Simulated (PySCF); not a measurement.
## Excited states of Nb⁵⁺ (niobium, charge +5)

Ground state [Kr], ¹S. Calculation: PySCF 2.14, in def2-TZVPPD with one added diffuse shell each of s, p, d, f type with the def2 core potential (28 electrons) (7s5p4d3f1g, 72 functions); a scalar-relativistic core potential. Vertical excitation energies in eV without spin-orbit coupling; excited terms of each kind are numbered among those the solver found. Frozen: nothing.

```csv
term,leading excitation,EOM-EE-CCSD
1 3P°,4p → d,34.931
1 3F°,4p → d,36.282
1 1D°,4p → d,38.231
1 3D°,4p → d,38.444
1 1F°,4p → d,38.750
1 1P°,4p → d,47.985
1 3S,4p → p,58.258
1 3D,4p → p,59.408
1 1D,4p → p,59.772
1 1P,4p → p,60.068
1 3P,4p → p,60.147
1 1S,4p → p,61.534
1 3G,4p → f,68.618
1 1G,4p → f,69.013
```

The spin-orbit splitting of the hole, absent here, rivals or exceeds the spacing of these terms, so the LS terms are model states.

The solver can miss terms.
